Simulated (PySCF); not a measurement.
**Two-component Hartree-Fock for Pt⁴⁹⁺ (platinum, charge +49)**

Start: [Ar] 3d10 4s1; 4s1/2 filled at m_j = +1/2. Calculated with PySCF 2.14 in an even-tempered Gaussian basis (16 s from 7.1 bohr⁻², ratio 2.8; 13 p from 9.3 bohr⁻², ratio 2.8; 8 d from 16 bohr⁻², ratio 2.8; 4 f from 37 bohr⁻², ratio 3): generalised Hartree-Fock with the X2C-1e Hamiltonian and a Gaussian nucleus; one run each with spin-orbit coupling (SO) switched off, then screened by Boettger's factors.

```
spinor shell  electrons  ε, spin-free (eV)  ε, screened SO (eV)  weight of nominal j (screened SO)  rms radius, screened SO (bohr)
       1s1/2          2           -81483.8             -81456.9                              1.000                          0.0194
       2s1/2          2           -16593.3             -16585.4                              1.000                          0.0780
       2p1/2          2           -14742.2             -15992.3                              1.000                          0.0661
       2p3/2          4           -14742.2             -14249.8                              1.000                          0.0739
       3s1/2          2            -5803.5              -5801.3                              1.000                           0.197
       3p1/2          2            -5252.6              -5543.2                              1.000                           0.188
       3p3/2          4            -5252.6              -5136.3                              1.000                           0.202
       3d3/2          4            -4674.0              -4726.3                              1.000                           0.176
       3d5/2          6            -4674.0              -4638.3                              1.000                           0.180
       4s1/2          1            -2811.4              -2811.0                              1.000                           0.406
```

```csv
quantity,spin-free,screened SO
E (hartree),-16639.53601,-16665.51552
M_J,1/2,1/2
⟨J²⟩,0.750,0.750
⟨L²⟩,0.000,0.078
⟨S²⟩,0.750,0.828
```

Each row is a mean over spinors that exchange with the open shell spreads, by up to 6.308 eV (3s1/2).

Breit and QED terms are absent; they matter most for the inner s and p1/2 levels.

Densities and radii are taken from the X2C orbitals without a picture-change correction, which distorts them close to the nucleus.

Without spin-orbit coupling the j labels of p, d and f shells carry no meaning; the spin-free column gives the mean over the occupied spinors of each nl shell.
